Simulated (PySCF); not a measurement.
## Working out the ionisation energy of N⁺

N⁺ [He] 2s2 2p2 (3P) → N²⁺ [He] 2s2 2p1 (2P). Computed with PySCF 2.14 in cc-pVDZ, with no relativity, point nucleus. Frozen: 1s2. Energies in hartree (1 hartree = 27.21139 eV):

```json
{"part": "UHF", "N⁺ (lower)": "-53.880468", "N²⁺ (upper)": "-52.805644"}
{"part": "CCSD correlation", "N⁺ (lower)": "-0.075757", "N²⁺ (upper)": "-0.074317"}
{"part": "(T)", "N⁺ (lower)": "-0.000754", "N²⁺ (upper)": "-0.000543"}
```

What does Hartree-Fock give?

(-52.805644) − (-53.880468) = 1.074824 hartree = 29.247 eV.

What do CCSD and CCSD(T) give?

The CCSD correlation energies differ by 0.001440 hartree = 0.039 eV and the triples by 0.000211 hartree = 0.006 eV, so CCSD gives 29.286 eV and CCSD(T) 29.292 eV.

Reference: 29.601 eV (semi-empirical (NIST evaluation); NIST Atomic Spectra Database, ionization energies), between the lowest levels; spin-orbit coupling is absent from the calculation.

A double-zeta basis recovers only part of the correlation energy.

What remains against the reference includes basis incompleteness, the frozen core and higher excitations.
